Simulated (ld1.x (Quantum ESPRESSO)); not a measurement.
**tungsten (W), RRKJ: configuration errors across variants**

ld1.x (Quantum ESPRESSO) 7.5 input, shortened:

```
&input
   title='W', zed=74., rel=1, dft='PBE', iswitch=3,
   config='[Xe] 4f14 5d4 6s1.5 6p0'
 /
 &inputp
   pseudotype=2, tm=.false., rho0=0.005, lloc=0,
   nlcc=.true.
 /
3
6P  2  1   0.00   0.00  3.80  3.80  0.0
5D  3  2   4.00   0.00  2.55  2.55  0.0
6S  1  0   1.50   0.00  2.35  2.35  0.0
 &test
   configts(1)='5d4 6s1.5 6p0'
 /
```

All-electron excitation energies from the reference (eV): (1) 5d4 6s2 6p0 -3.633; (2) 5d4 6s1 6p0 5.251; (3) 5d4 6s0 6p0 20.930; (4) 5d3 6s2 6p0 5.197; (5) 5d2 6s0 6p0 83.523; (6) 5d4 6s1 6p1 0.862; (7) 5d5 6s1 6p0 -2.094.

2 further variants failed, have other tests or too few solved ones, and are left out.

A true bound ghost makes a file unfit for plane-wave use even where its test errors are small: the radial tests pick states by their node count and pass the ghost by.

Errors AE − PS in meV (a dash: test not solved or not reliable):

```csv
change,(1),(2),(3),(4),(5),(6),(7),bound ghosts
base,0.0,-3.8,-36,-50,-647,-4.9,-37,none
"all radii but the core radius scaled by about 0.76 (s 1.78, p 2.88, d 1.94 bohr)",+2.2,-0.8,-32,+26,-841,-4.8,-16,s (extra level of the local part)
"all radii but the core radius scaled by about 1.07 (s 2.52, p 4.08, d 2.74 bohr)",0.0,-4.0,-39,-44,-574,-4.2,-34,none
"all radii but the core radius scaled by about 1.17 (s 2.76, p 4.46, d 3.00 bohr)",+0.2,-4.2,-49,-5.8,-363,-2.4,-17,none
"all radii but the core radius scaled by about 1.36 (s 3.20, p 5.18, d 3.48 bohr)",-0.2,-6.9,-105,+106,+213,-2.1,+42,none
```

Question: Give the same row for: all radii but the core radius scaled by about 1.25 (s 2.94, p 4.76, d 3.20 bohr).

Answer: +0.1, -5.0, -68, +38, -107, -1.4, +5.4; bound ghosts: none.
